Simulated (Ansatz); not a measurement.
Cost and result for the atomization energy of C₂H₆FISi, SMILES `FC[SiH2]CI` (11 atoms, 10 bonds).

```xyz
11

F    -1.792    1.058   -0.741
C    -0.539    0.751   -1.269
Si    0.177   -0.736   -0.345
C     0.283   -0.349    1.486
I     1.654    1.259    1.829
H    -0.660    0.541   -2.337
H     0.100    1.633   -1.167
H    -0.724   -1.906   -0.534
H     1.526   -1.044   -0.886
H     0.649   -1.188    2.076
H    -0.674   -0.020    1.888
```

Charge 0, multiplicity 1. Correlated methods include outer-core shells of I, which these sets cover unevenly. I takes the def2 core potential. The geometry is a stationary point of PBE0-D4/def2-TZVP. It is one conformer, not always the lowest. Program: Ansatz. Hardware: A = 2 threads of an AMD EPYC 7R13 on a shared host; B = 2 threads of an AMD EPYC 7R13 on a shared host and a share of an NVIDIA H100 80 GB. Times are those of one run each, without the atoms' runs, and a repeat can differ threefold. Electronic energies, without spin–orbit coupling; frozen cores. CCSD(T)/CBS adds CCSD(T) − MP2 in def2-TZVPP to the MP2 limit, and its time is that of the two runs behind it. T1 = 0.010. With those shells the extrapolation isn't a true limit. B3LYP takes the VWN-RPA correlation (the form of Gaussian; ORCA's B3LYP/G).

CCSD(T)/CBS is a level of theory with its own doubt, some kJ/mol a heavy atom from the limit and from the frozen cores, so smaller differences don't rank the functionals.

```csv
level,functions,wall time
MP2/def2-QZVPP [B],503,3.6 s
PBE-D4/def2-TZVPP (with forces) [A],269,4.3 s
PBE0-D4/def2-TZVPP [A],269,5.5 s
r2SCAN-D4/def2-TZVPP (with forces) [A],269,7 s
CCSD(T)/def2-TZVPP [B],269,7.5 s
B3LYP-D4/def2-TZVPP (with forces) [A],269,9 s
B2PLYP/def2-TZVPP [A],269,10 s
CCSD(T)/CBS(def2),–,11 s
ωB97X-V/def2-TZVPP [A],269,13 s
ωB97M-V/def2-TZVPP (with forces) [A],269,19 s
```

Question: What atomization energy does each give, and how far from CCSD(T)/CBS? (An estimate is asked.)

Answer: The calculation gave: 
```csv
level,atomization (kJ/mol),difference from CCSD(T)/CBS,per bond
MP2/def2-QZVPP [B],3735.4,9.1,0.9
PBE-D4/def2-TZVPP (with forces) [A],3771.7,45.4,4.5
PBE0-D4/def2-TZVPP [A],3714.7,-11.6,-1.2
r2SCAN-D4/def2-TZVPP (with forces) [A],3718.2,-8.1,-0.8
CCSD(T)/def2-TZVPP [B],3623.5,-102.8,-10.3
B3LYP-D4/def2-TZVPP (with forces) [A],3705.0,-21.3,-2.1
B2PLYP/def2-TZVPP [A],3663.2,-63.1,-6.3
CCSD(T)/CBS(def2),3726.3,0.0,0.0
ωB97X-V/def2-TZVPP [A],3724.6,-1.7,-0.2
ωB97M-V/def2-TZVPP (with forces) [A],3714.2,-12.1,-1.2
```

From PBE to PBE0 (25 % exact exchange), in def2-TZVPP and without D4, the atomization energy moves by −53.2 kJ/mol: exact exchange takes away binding that semilocal exchange gives to molecules. In def2-TZVPP, CCSD(T) changes the Hartree–Fock value by +906.6 kJ/mol (the triples alone add +54.8 kJ/mol) and MP2 by +957.8 kJ/mol; breaking electron pairs costs correlation energy, which Hartree–Fock lacks. The D4 term adds +43.0 kJ/mol with B3LYP and +22.7 kJ/mol with PBE0; it sums over pairs of atoms, weighted by their polarisabilities, and B3LYP, whose exchange is more repulsive, gets the larger term.

Spin–orbit coupling would lower the free I atoms strongly, and the atomization energy with them, by more than many differences here.
